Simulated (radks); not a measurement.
Values are calculated unless marked as measured or tabulated.
Q: Excited configurations of Ce I: one electron is placed in a higher orbital outside [Xe] 4f1 5d2. The ground configuration is [Xe] 4f1 5d1 6s2. Level of theory: scalar-relativistic Kohn-Sham, r2SCAN, spin-polarised, spherical densities, finite nucleus; open shells are filled with parallel spins first (spin-orbit coupling, left out, can overturn this in heavy ions); meta-GGA in the generalised Kohn-Sham scheme; Fermi nuclear charge, rms radius 4.8771 fm (a radial shooting solver on a logarithmic mesh with Libxc functionals). Excitation = E - E(ground); binding = E(ion) - E, where the ion is the core of charge +1; n* = 1/sqrt(2 binding) in atomic units, and the quantum defect is n - n*.

| outer orbital | excitation (eV) | binding (eV) | n* | quantum defect | eigenvalue (eV) | <r> (bohr) |
|---|---|---|---|---|---|---|
| 6s | -0.291 | 5.678 | 1.548 | 4.452 | -3.754 | 4.405 |
| 6d | 3.948 | 1.439 | 3.074 | 2.926 | -0.695 | 11.76 |
| 7p | 3.890 | 1.497 | 3.014 | 3.986 | -0.904 | 13.77 |

Estimate the row for 7s.

A: excitation (eV) 3.362; binding (eV) 2.026; n* 2.591; quantum defect 4.409; eigenvalue (eV) -1.242; <r> (bohr) 10.65. The Delta-SCF ionisation energy is 5.387 eV (NIST Atomic Spectra Database: 5.539 eV, measured). Self-interaction in the functional shifts the binding energies and quantum defects, so they are the method's values and not measured ones. Open shells are spherical and high-spin; term and fine-structure splittings are not resolved. Spin-orbit splitting is averaged out at the scalar-relativistic level. A negative excitation energy means that this level of theory puts the configuration below the NIST ground configuration.
